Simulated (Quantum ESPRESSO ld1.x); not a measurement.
Values are calculated unless marked as measured or tabulated.
Species: Ta12+. Configuration: [Kr] 4d10 4f13 5s2.

Level of theory: scalar-relativistic Kohn-Sham, LDA (Slater exchange, Perdew-Zunger correlation), spin-polarised, spherical densities, point nucleus; open shells are filled with parallel spins first (ld1.x of Quantum ESPRESSO 7.5).

Energy parts (eV):
part                      energy
total                  -423117.2
kinetic                 464965.2
electron-nucleus      -1031605.4
Hartree                 151632.2
exchange-correlation     -8109.2

Orbitals (lengths in bohr, moments of r in powers of bohr; <r^-3> diverges for s and p1/2):
orbital  occ.  eigenvalue (eV)      <r^2>  <r^-3>      <r>       <r^4>
1s down     1         -67544.3  0.0004791       -  0.01867   6.213e-07
1s up       1         -67544.3  0.0004791       -  0.01867   6.213e-07
2s up       1         -11792.6   0.007380       -  0.07899  0.00009395
2s down     1         -11792.6   0.007380       -  0.07899  0.00009394
2p up       3         -10366.3   0.006085   18740  0.07058  0.00007329
2p down     3         -10366.3   0.006085   18740  0.07058  0.00007328
3s up       1         -2872.26    0.04801       -   0.2049    0.003470
3s down     1         -2871.64    0.04800       -   0.2049    0.003469
3p up       3         -2448.05    0.04868    4157   0.2049    0.003717
3p down     3         -2447.43    0.04867    4158   0.2049    0.003715
3d up       5         -1952.40    0.04037   537.8   0.1856    0.002873
3d down     5         -1951.92    0.04036   538.0   0.1856    0.002871
4s up       1         -760.027     0.2366       -   0.4578     0.08108
4s down     1         -758.935     0.2367       -   0.4579     0.08113
4p up       3         -620.351     0.2683   970.0   0.4859      0.1069
4p down     3         -619.292     0.2685   969.4   0.4859      0.1070
4d up       5         -441.361     0.3098   107.8   0.5177      0.1526
4d down     5         -440.335     0.3100   107.7   0.5179      0.1529
5s up       1         -271.908      1.100       -   0.9946       1.677
5s down     1         -271.392      1.103       -   0.9956       1.684
4f up       7         -241.149     0.4060   19.26   0.5799      0.3232
4f down     6         -240.147     0.4076   19.21   0.5809      0.3262

The highest occupied level is 4f down at -240.15 eV. Summed over all electrons, <r^2> = 13.52 bohr^2, which gives a Langevin (diamagnetic) susceptibility term of -10.7 x 10^-6 cm^3/mol. Spin moment in Bohr magnetons: 1. The density falls to 0.001 e/bohr^3 at r = 2.04 bohr. For comparison, the ionisation energy in NIST's Atomic Spectra Database is 262 eV (theoretical). In exact Kohn-Sham theory the highest level is minus the ionisation energy, but local and semilocal functionals leave it too shallow, through self-interaction and a potential that decays too fast; potentials with the right tail come closer.
